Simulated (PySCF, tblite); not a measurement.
Isomers of C4H12PSi2 (doublet state). Calculated harmonic vibrations of the isolated species, GFN2-xTB (tblite), most abundant isotopes, no scaling. This tight-binding method is rough: wavenumbers can miss measured ones by several per cent, in bad cases by 10 to 20. Modes of hydrogen on phosphorus and silicon can be 10 to 20 % off. One conformer each. Open shells enter through the occupations alone, without spin polarisation, and single modes of such species can be off by tens of per cent.

Electronic energies: B3LYP/pcH-1 single points on the GFN2-xTB geometries (PySCF, gas phase).

```json
{"SMILES": "C=C[C@@H](C)[SiH][SiH2]P", "electronic energy, lowest = 0 (kJ/mol)": "138.6"}
{"SMILES": "C=C[C@H](C)[SiH2][SiH]P", "electronic energy, lowest = 0 (kJ/mol)": "119.4"}
{"SMILES": "C[Si@@H]1CCC[Si]1P", "electronic energy, lowest = 0 (kJ/mol)": "0.0"}
{"SMILES": "C[Si@@H]1CC[CH][Si@H]1P", "electronic energy, lowest = 0 (kJ/mol)": "46.2"}
```

Task: How do GFN2-xTB zero-point energies change the relative energies?

Result: 
| SMILES | ZPE (kJ/mol) | of it from modes above 1550 cm⁻¹ | electronic (kJ/mol) | with ZPE, lowest = 0 (kJ/mol) | lowest mode (cm⁻¹) | rings |
| --- | --- | --- | --- | --- | --- | --- |
| C[Si@@H]1CCC[Si]1P | 384.6 | 201.7 | 0.0 | 0.0 | 40 | 1 |
| C[Si@@H]1CC[CH][Si@H]1P | 368.3 | 196.5 | 46.2 | 29.9 | 50 | 1 |
| C=C[C@H](C)[SiH2][SiH]P | 363.6 | 203.6 | 119.4 | 98.4 | 25 | 0 |
| C=C[C@@H](C)[SiH][SiH2]P | 363.5 | 203.8 | 138.6 | 117.5 | 17 | 0 |

The zero-point energies span 21.1 kJ/mol, from `C=C[C@@H](C)[SiH][SiH2]P` to `C[Si@@H]1CCC[Si]1P`. The order is unchanged.

Task: And how do the electronic energies of GFN2-xTB itself compare?

Result: `C[Si@@H]1CCC[Si]1P` 0.0; `C[Si@@H]1CC[CH][Si@H]1P` 96.0; `C=C[C@H](C)[SiH2][SiH]P` 70.4; `C=C[C@@H](C)[SiH][SiH2]P` 83.1 kJ/mol, lowest = 0. Against the energies above, taken from the same isomer `C[Si@@H]1CCC[Si]1P`, the largest difference is 55.5 kJ/mol.

Task: What do entropy and thermal enthalpy add at 298.15 K and 1 bar (rigid rotor, harmonic oscillator, one conformer each)?

Result: 
```
                 SMILES  point group  symmetry number  S (J/(mol K))  H − H(0) (kJ/mol)  ZPE + H − H(0) − TS (kJ/mol)
     C[Si@@H]1CCC[Si]1P           C1                1          446.2              31.98                         283.5
C[Si@@H]1CC[CH][Si@H]1P           C1                1          451.0              33.24                         267.1
C=C[C@H](C)[SiH2][SiH]P           C1                1          479.9              35.14                         255.6
```

S holds R ln(2S + 1) for the spin.

Not tabulated: `C=C[C@@H](C)[SiH][SiH2]P` (lowest mode only 17 cm⁻¹).
